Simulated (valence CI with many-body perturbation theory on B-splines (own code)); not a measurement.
Questions on Eu57+

Computed by configuration interaction combined with many-body perturbation theory (CI+MBPT): four valence electrons over a frozen Dirac-Fock core [He], a basis of 11 s, 11 p, 10 d, 8 f, 5 g, 2 h functions for each j, with the one-electron correlation potential Σ1, the two-electron term Σ2, the three-electron term Σ3, Breit, model QED; selected CI, second order for the rest, scaled by the run's own slope (own B-spline code, finite nucleus).

The last digits are not significant, and no measured levels were compared; by estimate large intervals hold to a few tenths of a per cent, small ones and those within an open d or f shell to about a per cent. Among the levels kept, up to 910 cm⁻¹ of a level comes from second order outside the variational space, and about a tenth of that is noise between levels of different J, which matters for small intervals.

Levels are named by their leading jj configuration (3d3/2^4 stands for four electrons in 3d with j = 3/2), which in mixed levels can hold well under half, so a name can repeat and another be missing.

Rates and lifetimes use the calculated energies. Strong lines usually hold to 10 to 20 %, long lifetimes can be off by a factor of two.

(1) What is the ground level?

(2) How well does LS coupling describe the low levels?

(3) Name the longest-lived excited levels whose lifetime is computed, and their main decay.

(4) Among levels below 690.90 Ry, which E1 lines absorb most strongly from the ground level?

(5) Where does the other parity begin?

Results:

(1) (2s^2 2p1/2^2) J=0, composition 69 % 2s2 2p2 3P + 31 % 2s2 2p2 1S.

(2) Among the lowest 20 levels the leading LS term, summed over configurations, holds 67 % on average. For single configurations the figures are 67 % in LS and 99 % in jj coupling. Terms mix most in the J = 1 level at 71.98 Ry, where the leading one holds 33 %.

(3) (2s^2 2p1/2 2p3/2) J=2 at 50.73 Ry lives 197 ns, mostly by E2 to (2s^2 2p1/2^2) J=0; (2s^2 2p1/2 2p3/2) J=1 at 49.46 Ry lives 517 ps, mostly by M1 to (2s^2 2p1/2^2) J=0.

(4) to (2s^2 2p1/2 3d3/2) J=1 at 0.1647 nm, f = 1.05; to (2s 2p1/2^2 3p1/2) J=1 at 0.1665 nm, f = 0.414; to (2s 2p1/2^2 3p3/2) J=1 at 0.1617 nm, f = 0.341.

(5) At (2s 2p1/2^2 2p3/2) J=2, 66.67 Ry.
